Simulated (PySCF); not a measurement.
Geometries of 2 isomers of C2H8N2OSi, from PBE0-D3(BJ)/def2-SVP geometry optimisation, gas phase (PySCF 2.14.0). One conformer each, no zero-point energy, no frequencies.

Question: Which isomer lies lower at this level?
A.
```xyz
14
angstrom
C     -1.587    0.837    0.681
N     -0.619    0.528   -0.351
Si    -0.072   -1.099   -0.652
C      1.131   -1.601    0.767
N      1.580   -0.561    1.515
O      1.460   -2.760    0.942
H     -1.371    0.242    1.583
H     -2.636    0.627    0.396
H     -1.528    1.897    0.979
H     -0.679    1.145   -1.154
H      0.668   -1.079   -1.947
H     -1.154   -2.130   -0.698
H      2.251   -0.724    2.258
H      1.296    0.382    1.279
```
B.
```xyz
14
angstrom
N     -0.701    1.481   -0.601
Si    -0.669    0.049    0.344
N     -2.097   -0.862    0.066
C      0.960   -0.768   -0.246
C      2.122    0.117    0.019
O      2.354    1.137   -0.588
H     -1.397    2.204   -0.463
H      0.196    1.854   -0.905
H     -0.592    0.163    1.838
H     -2.463   -1.506    0.754
H     -2.427   -1.065   -0.869
H      0.827   -0.883   -1.335
H      1.077   -1.755    0.225
H      2.784   -0.186    0.872
```

Answer: B. That is `N[SiH](N)CC=O`, 18.5 kcal/mol below the other.

```json
{"SMILES": "N[SiH](N)CC=O", "atoms numbered as above": "[NH2:1][SiH:2]([NH2:3])[CH2:4][CH:5]=[O:6]", "E (Eh)": "-554.60184", "relative (kcal/mol)": "0.0", "relative (kJ/mol)": "0.0", "dipole (D)": "2.83"}
{"SMILES": "CN[SiH2]C(N)=O", "atoms numbered as above": "[CH3:1][NH:2][SiH2:3][C:4]([NH2:5])=[O:6]", "E (Eh)": "-554.57242", "relative (kcal/mol)": "18.5", "relative (kJ/mol)": "77.3", "dipole (D)": "4.58"}
```

As drawn, the higher has a C(=O)–N unit, which the lower lacks.
